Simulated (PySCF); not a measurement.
Acid–base and redox partners of Cl[SiH2]Cl. Gas-phase values, no solvent. One relaxed conformer stands for each flexible species; it need not be the lowest. Strings in code marks are SMILES.

Quantity: vertical ionisation energy (energy after one electron is removed minus that of the parent at the parent's geometry), in eV.

Case: `Cl[SiH2][ClH+]` (Cl–Si–Cl–H torsion 180°). Geometry of `[SiH2](Cl)[ClH+]` (charge +1, multiplicity 1, Å):

```xyz
6

Cl    -1.6737     1.5893    -0.0894
Si    -0.6783    -0.1111     0.0859
Cl     1.4976     0.6530    -0.2598
H     -0.5284    -0.6372     1.4397
H     -0.7809    -1.0400    -1.0359
H      2.1637    -0.4541    -0.1404
```

Q: Give the vertical ionisation energy (energy after one electron is removed minus that of the parent at the parent's geometry) at the level CAM-B3LYP-D3(BJ)/def2-TZVP (PySCF).

A: 17.27 eV.
